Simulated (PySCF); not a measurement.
# Trend along the alkali metals: MCs molecules

CCSD(T) with double-zeta basis sets in PySCF, for the lowest determinant that a PBE0 search found; no spin–orbit coupling. De refers to high-spin ground-configuration atoms.

```tsv
M	basis	reference, frozen orbitals	state (unpaired electrons)	Re (Å)	ωe (cm⁻¹)	De (eV)
Li	def2-SVP	RHF, 0	singlet (closed shell)	3.792	172	0.59
Na	def2-SVP	RHF, 1	singlet (closed shell)	3.969	93.1	0.54
K	def2-SVP	RHF, 5	singlet (closed shell)	4.403	64.7	0.45
Rb	def2-SVP	RHF, 0	singlet (closed shell)	4.573	42.8	0.36
Cs	def2-SVP	RHF, 0	singlet (closed shell)	4.791	36.3	0.35
```

The shortest bond is that of CsLi (3.792 Å), the longest that of Cs2 (4.791 Å).

Down a group the atoms grow and get heavier, so bonds lengthen and wavenumbers fall; this series shows no clear exception.

Correlated steps freeze the inner cores (0 to 5 orbitals); shallow outer-core shells are correlated. Weak bonds: Cs2, CsK, CsRb. Basis-set superposition, not corrected here, can be much of De in a small basis, most of all at correlated wavefunction levels. Spin–orbit coupling is left out. Where the molecule has an RHF reference, its open-shell atoms are computed with UHF.
